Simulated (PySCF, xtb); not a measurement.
C4H6F2, SMILES C[C@@H]1CC1(F)F.

GFN2-xTB run with xtb at its own geometry gives an orbital gap of 9.35 eV and a dipole moment of 3.06 D.

Geometry optimised at PBE-D3(BJ)/def2-SVP.

**Question.** What does PBE/def2-TZVP (PySCF) give? (Estimate from the structure and the level; the computed values follow.)

**Answer.** gap 6.93 eV (levels -6.59 and 0.34 eV), dipole 2.16 D.
